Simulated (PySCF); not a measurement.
## Static response to an electric field

C5H6FNSi.
Geometry (GFN2-xTB, Å), atoms numbered from 1 in this order:
```
atom  x, y, z in Å
C1    -3.5999    0.7970   -0.3499
C2    -2.5106    0.3870   -0.0444
Si3   -0.8743   -0.2495    0.4777
C4     0.2403   -0.8268   -0.9349
F5     1.1368   -1.8462   -0.7480
C6     0.6434    0.5703   -0.3941
N7     1.8531    0.8381    0.2279
C8     2.4619    0.0414    0.9889
H9    -4.5449    1.1607   -0.6350
H10   -0.6785   -0.8062    1.7999
H11   -0.0753   -0.8387   -1.9747
H12    0.4112    1.3607   -1.1045
H13    2.1294   -0.9593    1.2732
H14    3.4067    0.3711    1.3958
```

Level: CAM-B3LYP/def2-SVPD (PySCF), static field, nuclei fixed, core orbitals frozen in the response. The polarisability tensor in these axes (au):

```
x   134.55  -9.99   9.76
y    -9.99  73.12  -3.76
z     9.76  -3.76  76.88
```

Task: Give the principal values, the mean and the anisotropy Δα = √{½[(α1 − α2)² + (α2 − α3)² + (α1 − α3)²]}.

Result: Principal values 70.53, 76.16 and 137.85 au; mean 94.85 au = 14.06 Å³ = 15.64 × 10⁻⁴⁰ C²·m²/J; Δα = 64.68 au (68 % of the mean).

Task: What is the dipole moment, and where does it point?

Result: (-2.44, -0.08, 0.53) D, 2.49 D in size, pointing from the negative to the positive side. Measured along this direction, the outermost atoms are H14 at the negative end and H9 at the positive end.

Task: Give the principal axes and the span of the nuclei along them.

Result: Largest value along (0.97, -0.16, 0.17), where the nuclei span 8.20 Å; middle along (-0.22, -0.39, 0.89), 3.68 Å; least along (0.08, 0.91, 0.42), 3.08 Å. The response follows the extents in order.

Task: Find the Langevin capture rate constant for NH4+ (18.034 u) meeting this molecule (127.025 u), k = 2.342 × 10⁻⁹ cm³/s × √(α in Å³ / reduced mass in u).

Result: The reduced mass is 15.79 u, so k = 2.21 × 10⁻⁹ cm³/s. The formula leaves out the permanent dipole, which adds to the capture rate.

Task: Rayleigh depolarisation ratio (linearly polarised light, static tensor)?

Result: ρ = 3Δα²/(45ᾱ² + 4Δα²) = 12552.3/(404826 + 16736.4) = 0.0298.

Task: Orientational against electronic polarisability at 350 K (dilute gas, rigid molecules)?

Result: In Gaussian units μ²/3kT = 42.92 Å³ against 14.06 Å³, a ratio of 3.05; the Debye molar polarisation (4π/3)N_A(α + μ²/3kT) is 143.7 cm³/mol, leaving out the vibrational part.

Isolated species at its GFN2-xTB geometry (one conformer only).

The run behind these numbers computed excited states as well. Time: 88 s wall; peak memory 0.98 GiB. Hardware: one thread, Arm Neoverse N1 (aarch64), shared host with 64 logical CPUs at a one-minute load of 61.
